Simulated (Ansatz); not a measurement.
```yaml
crystal:
  periodic: [false, false, false]
  atoms:
    - {symbol: Ir, position_ang: [-0.949261, 0.567410, 0.794908]}
    - {symbol: Ir, position_ang: [1.116630, 0.705159, -0.332911]}
    - {symbol: Ir, position_ang: [-0.167369, -1.272559, -0.461997]}
basis:
  gaussian: {orbitals: def2-SVPD}
total_charge: -1
hamiltonian: {xc: {name: B97}}
scf: {omitted_lower_state_checks: [starts]}
output: {forces: true}
```

```sh
$ ansatz run in.yaml --threads 4 --pin off --events-out ev --progress --plain --max-ram 3916MiB
```

It prints (some lines left out):

```
Functional definition: B97
960 factors; integrals over basis functions are off by at most 7.3e-4 eV
mean field evaluation 1: about -8515.9307 eV, gradient 1.8e1 eV
mean field evaluation 2: about -8508.3368 eV, gradient 6.5e1 eV
mean field evaluation 4: about -8516.4937 eV, gradient 9.5e0 eV
mean field evaluation 8: about -8516.8788 eV, gradient 1.0e0 eV
mean field evaluation 16: about -8516.8838 eV, gradient 1.0e-2 eV
mean field evaluation 32: about -8516.8838 eV, gradient 3.4e-5 eV
mean field -8516.88376155 eV, -312.9897052859 hartree, gradient 3.4e-5 eV, S^2 0.000000; 0 other end points of the search recorded, 0 dependent functions left out
reference -8516.88377943 eV, -312.9897059428 hartree; 26, 26 occupied and 79, 79 virtual orbitals, 960 factors
Total energy: -8516.88377943 eV, -312.9897059428 hartree
Atom 0 at    -0.949261     0.567410     0.794908 Å, force    -0.593690     0.325240     0.484156 eV/Å
Atom 1 at     1.116630     0.705159    -0.332911 Å, force     0.690502     0.410865    -0.216916 eV/Å
Atom 2 at    -0.167369    -1.272559    -0.461997 Å, force    -0.096812    -0.736106    -0.267240 eV/Å
Dipole moment:     0.000198     0.001507     0.000547 e Å
Checks for a lower state left out: starts
```

Hardware: 4 threads of Arm Neoverse V2 on a shared host. Wall time 6 s.

In the def2 sets Ir takes a core potential; there is no spin–orbit coupling. A triplet lies near this restricted singlet, and broken spin symmetry wasn't tried.

The dipole of an ion depends on the origin.
